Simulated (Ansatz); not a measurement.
A nudged elastic band was laid between two geometries of C$_{2}$H$_{8}$OSi$_{2}$ (13 atoms, charge 0, multiplicity 1).

Theory: Ansatz, RKS PBE-D4/def2-SVP.

- movable images: 7
- climbing image: yes
- spring: 5.0 eV/Å²
- optimiser: quadratic models (default)
- start path: through a guess of the saddle point
- force threshold: 0.05 eV/Å
- iteration limit: 60
- end points: relaxed

Image 0:

```xyz
13
Properties=species:S:1:pos:R:3
Si -1.169 1.283 1.132
C -0.012 1.083 -0.360
Si 1.088 -0.428 -0.272
C 0.502 -2.095 -0.764
O 1.331 -1.320 -1.712
H -0.375 1.252 2.411
H -1.909 2.591 1.062
H -2.164 0.156 1.163
H -0.624 1.000 -1.283
H 0.617 1.995 -0.456
H 2.286 -0.265 0.610
H -0.537 -2.262 -1.115
H 0.987 -3.024 -0.402
```

Image 8:

```xyz
13
Properties=species:S:1:pos:R:3
Si -0.849 1.596 1.235
C -0.557 0.754 -0.445
Si -0.065 -1.048 -0.328
C 1.482 -1.722 -1.051
O 1.457 -1.375 0.383
H 0.413 1.582 2.049
H -1.294 3.020 1.036
H -1.923 0.860 1.991
H -1.486 0.837 -1.049
H 0.244 1.302 -0.985
H -1.183 -1.955 0.085
H 2.160 -1.084 -1.655
H 1.621 -2.804 -1.250
```

(1) Which bonds break or form, and what moves?

(2) Give the energies along the band, and the barrier.

(3) What is the geometry of the highest image?

(4) What are the harmonic wavenumbers there?

The band took 8 iterations and about 5 core-minutes.

## Answers

(1) No bond is made or broken. The dihedral Si1–C2–Si3–C4 goes from 82 to -123°.

(2) The forces met the threshold. The highest image is number 4 of 0 to 8, 0.054 eV above the first end and 0.052 eV above the last; the last end lies 0.002 eV above the first. A vibrational analysis at the climbing image gives one clearly imaginary mode, 48i cm⁻¹: a first-order saddle point.

```json
{"image": "0", "path coordinate (Å)": "0.00", "energy (eV)": "0.000", "dihedral Si1–C2–Si3–C4 (°)": "82"}
{"image": "1", "path coordinate (Å)": "0.90", "energy (eV)": "0.005", "dihedral Si1–C2–Si3–C4 (°)": "101"}
{"image": "2", "path coordinate (Å)": "1.80", "energy (eV)": "0.021", "dihedral Si1–C2–Si3–C4 (°)": "121"}
{"image": "3", "path coordinate (Å)": "2.70", "energy (eV)": "0.042", "dihedral Si1–C2–Si3–C4 (°)": "141"}
{"image": "4", "path coordinate (Å)": "3.60", "energy (eV)": "0.054", "dihedral Si1–C2–Si3–C4 (°)": "162"}
{"image": "5", "path coordinate (Å)": "4.44", "energy (eV)": "0.046", "dihedral Si1–C2–Si3–C4 (°)": "-179"}
{"image": "6", "path coordinate (Å)": "5.29", "energy (eV)": "0.026", "dihedral Si1–C2–Si3–C4 (°)": "-160"}
{"image": "7", "path coordinate (Å)": "6.14", "energy (eV)": "0.009", "dihedral Si1–C2–Si3–C4 (°)": "-142"}
{"image": "8", "path coordinate (Å)": "6.98", "energy (eV)": "0.002", "dihedral Si1–C2–Si3–C4 (°)": "-123"}
```

(3) 
```xyz
13
Properties=species:S:1:pos:R:3:forces:R:3
Si -0.983 1.664 1.269 0.00 0.00 0.00
C -0.400 0.761 -0.293 0.00 0.00 0.00
Si 0.618 -0.791 -0.003 0.00 0.00 0.01
C 0.875 -2.075 -1.290 0.00 0.00 0.00
O 1.927 -1.064 -1.074 0.00 0.00 -0.01
H 0.203 2.098 2.087 0.00 0.00 0.00
H -1.797 2.877 0.907 0.00 0.00 0.00
H -1.831 0.749 2.112 0.00 0.00 0.00
H -1.283 0.501 -0.916 0.00 0.00 0.00
H 0.223 1.452 -0.902 0.00 0.00 0.00
H 0.902 -1.097 1.437 0.00 0.00 0.00
H 0.379 -2.001 -2.279 0.00 0.00 0.00
H 1.188 -3.109 -1.041 0.00 0.00 0.00
```

(4) 48i, 117, 122, 210, 225, 447, 511, 557, 672, 674, 694, 734, 748, 773, 818, 898, 912, 916, 954, 986, 1042, 1075, 1077, 1323, 1401, 2163, 2171, 2173, 2186, 2983, 2990, 3052, 3066 cm⁻¹.

Time of the run: 2.4 min on 2 threads of Arm Neoverse V2, with other jobs on the host, peak memory 0.15 GiB.
